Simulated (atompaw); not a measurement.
## u(r) = r·R(r): atom against pseudo-atom (lanthanum)

Columns: radius, all-electron u(r) and pseudo u(r) of the 6s shell (level -3.68 eV) of lanthanum in the configuration [Kr] 4d10 4f0 5s2 5p6 5d1 6s2 6p0; PBE, scalar-relativistic, PAW (atompaw) scheme, atompaw 4.2.0.5.

| r (bohr) | all-electron | pseudo |
| --- | --- | --- |
| 0.115 | 0.0153 | -0.0536 |
| 0.231 | -0.1054 | -0.1060 |
| 0.346 | 0.0362 | -0.1547 |
| 0.462 | 0.1514 | -0.1989 |
| 0.577 | 0.1452 | -0.2363 |
| 0.692 | 0.0580 | -0.2658 |
| 0.808 | -0.0544 | -0.2861 |
| 0.923 | -0.1526 | -0.2958 |
| 1.038 | -0.2207 | -0.2943 |
| 1.154 | -0.2549 | -0.2811 |
| 1.269 | -0.2578 | -0.2566 |
| 1.385 | -0.2351 | -0.2212 |
| 1.500 | -0.1935 | -0.1766 |
| 1.615 | -0.1390 | -0.1244 |
| 1.731 | -0.0760 | -0.0658 |
| 1.846 | -0.0098 | -0.0041 |
| 1.962 | 0.0573 | 0.0598 |
| 2.077 | 0.1220 | 0.1227 |
| 2.192 | 0.1832 | 0.1833 |
| 2.308 | 0.2404 | 0.2404 |
| 2.423 | 0.2920 | 0.2920 |
| 2.538 | 0.3382 | 0.3382 |
| 2.654 | 0.3793 | 0.3793 |
| 2.769 | 0.4147 | 0.4147 |
| 2.885 | 0.4454 | 0.4454 |
| 3.000 | 0.4711 | 0.4711 |

Problem. How many radial nodes do the two functions have?

Solution. The all-electron 6s function has n − l − 1 = 5 (the table is too coarse to show those close to the nucleus); the pseudo-wave has 1, since 1 lower shell of the same l stays in the valence.

Problem. At about which radius was the pseudo-wave matched?

Solution. 2.30 bohr, where the columns begin to agree (steps of 0.12 bohr).

Problem. Is the pseudo-wave norm-conserving?

Solution. No, it belongs to a PAW set: the norm inside the radius is not constrained, and the difference is carried by the augmentation charge.
